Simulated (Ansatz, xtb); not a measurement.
**Two isomers of ClF2GaH2OSi**

Structure I: `[F][GaH][O][Si@H](F)Cl`, a singlet. Structure II: `F[SiH](F)[O][GaH][Cl]`, a singlet. Both are isolated molecules in the gas phase, relaxed with r2SCAN-D4/def2-SVP; the shapes shown needn't be the lowest conformers.

I (Å):

```xyz
8

Cl    0.5755   -0.7887   -0.5633
F    -0.7601    0.1066    2.9524
F     2.6862   -0.4880    1.5012
Ga   -0.5651   -1.6207    3.1002
O     0.7700   -2.2394    2.0939
Si    1.7261   -1.6444    0.9126
H    -1.4213   -2.5106    4.0068
H     2.5672   -2.7110    0.3442
```

II (Å):

```yaml
atoms:
  - { symbol: Cl, position_ang: [-2.0146, -2.9702, -1.4067] }
  - { symbol: F, position_ang: [-0.1679, 0.4433, -0.3312] }
  - { symbol: F, position_ang: [-0.5921, -1.0058, 1.7629] }
  - { symbol: Ga, position_ang: [0.0962, -3.2265, -1.2043] }
  - { symbol: O, position_ang: [0.9008, -1.9873, -0.2060] }
  - { symbol: Si, position_ang: [0.5077, -0.6516, 0.6394] }
  - { symbol: H, position_ang: [1.6943, -0.0696, 1.2825] }
  - { symbol: H, position_ang: [0.9156, -4.3607, -1.8381] }
```

Which of the two would you expect CCSD(T)/def2-SVP + ΔMP2/def2-TZVPP electronic energies to favour?

Structure II; the calculation gives E(II) − E(I) = −20.0 kcal/mol.

How the difference moves with the method:

```json
{"level": "r2SCAN-D4/def2-SVP", "geometry": "r2SCAN-D4/def2-SVP", "E(II) − E(I) (kcal/mol)": "−17.0", "departure from the last row (kcal/mol)": "+3.0", "job, with rough time for the two": "optimisation, 2.1 min"}
{"level": "HF/def2-SVP", "geometry": "r2SCAN-D4/def2-SVP", "E(II) − E(I) (kcal/mol)": "−20.0", "departure from the last row (kcal/mol)": "0.0", "job, with rough time for the two": "part of the CCSD(T) run"}
{"level": "MP2/def2-SVP", "geometry": "r2SCAN-D4/def2-SVP", "E(II) − E(I) (kcal/mol)": "−17.6", "departure from the last row (kcal/mol)": "+2.4", "job, with rough time for the two": "part of the CCSD(T) run"}
{"level": "CCSD(T)/def2-SVP", "geometry": "r2SCAN-D4/def2-SVP", "E(II) − E(I) (kcal/mol)": "−17.9", "departure from the last row (kcal/mol)": "+2.1", "job, with rough time for the two": "single point"}
{"level": "CCSD(T)/def2-SVP + ΔMP2/def2-TZVPP", "geometry": "r2SCAN-D4/def2-SVP", "E(II) − E(I) (kcal/mol)": "−20.0", "departure from the last row (kcal/mol)": "", "job, with rough time for the two": "single point, 68 s"}
```

As drawn, II has 1 F–Si, 1 Cl–Ga in place of 1 F–Ga, 1 Cl–Si.

The levels shown agree on the order. The largest departure from CCSD(T)/def2-SVP + ΔMP2/def2-TZVPP is that of r2SCAN-D4/def2-SVP, 3.0 kcal/mol. Levels run at GFN2-xTB geometries aren't shown. The last row adds to CCSD(T) the change of the MP2 difference between the two basis sets, here −2.1 kcal/mol.

With harmonic frequencies from r2SCAN-D4/def2-SVP (ideal gas, rigid rotor, one conformer each, 298.15 K, 1 atm): on the last row, ΔE + ΔZPE = −19.7 kcal/mol. A mode under 50 cm⁻¹ makes harmonic enthalpies and free energies unreliable, so none is given.

The correlated steps freeze 22 core orbitals; the filled d shell of Ga is correlated, in a basis made for valence electrons. Programs: Ansatz 0.2.0; the last row on 2 threads of Arm Neoverse V2 on a shared host.
